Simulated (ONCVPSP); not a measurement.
# tantalum, ONCV: configuration errors across variants

```
Element                 : tantalum
Generator               : ONCVPSP 4.0.1
Type                    : optimised norm-conserving Vanderbilt (ONCV)
Functional              : PBE
Relativity              : fully relativistic
Frozen core             : [Xe] 4f14
Valence charge          : 5
Reference configuration : 5d3 6s1.75 6p0.25
Partial waves           : 6s: rc 2.75 bohr, ncon 4, nbas 8, qcut 2.4 1/bohr, 3 projectors, debl 0.4 Ha; 6p: rc 3.60 bohr, ncon 3, nbas 6, qcut 2.1 1/bohr, 2 projectors, debl 2.1 Ha; 5d: rc 2.25 bohr, ncon 5, nbas 10, qcut 6.8 1/bohr, 3 projectors, debl 0.8 Ha
Local potential         : polynomial inside 2.15 bohr (lpopt 4, dvloc0 4 Ha)
Core correction         : Teter function, parameters optimised by the program
```

Open shells are filled in proportion to 2j + 1.

All-electron excitation energies from the reference (eV): (1) 5d3 6s2 6p0 -1.012; (2) 5d3 6s1 6p0 7.460; (3) 5d3 6s0 6p0 22.433; (4) 5d3.5 6s1.5 6p0 -0.026.

A true bound ghost makes a file unfit for plane-wave use even where its test errors are small: the radial tests pick states by their node count and pass the ghost by.

Errors AE − PS in meV (a dash: test not solved or not reliable):

| change | (1) | (2) | (3) | (4) | bound ghosts | GHOST(+) flags above zero |
| --- | --- | --- | --- | --- | --- | --- |
| base | -1.0 | -64 | -386 | -12 | s | s |
| p: debl 4.15 | -1.0 | -64 | -386 | -12 | s | s, p3/2, p1/2 |
| local potential polynomial inside 1.75 bohr (lpopt 5, dvloc0 0 Ha) | -1.0 | -64 | -386 | -12 | s | s, p3/2, p1/2 |
| p: qcut 3 | -1.2 | -65 | -392 | -13 | s | s |
| s: rc 3.2 | -1.1 | -64 | -392 | -10 | none | s |
| d: nproj 1 | -1.0 | -64 | -386 | -13 | s | s |
| d: rc 1.98; local potential polynomial inside 1.98 bohr (lpopt 4, dvloc0 4 Ha) | -1.0 | -64 | -386 | -12 | s | s |

(1) Give the same row for: all radii but the core radius scaled by about 1.07 (s 2.94, p 3.84, d 2.40 bohr); local potential polynomial inside 2.30 bohr (lpopt 4, dvloc0 4 Ha).

Results:

(1) -0.9, -63, -384, -11; bound ghosts: s, p1/2; GHOST(+) flags above zero: p3/2.
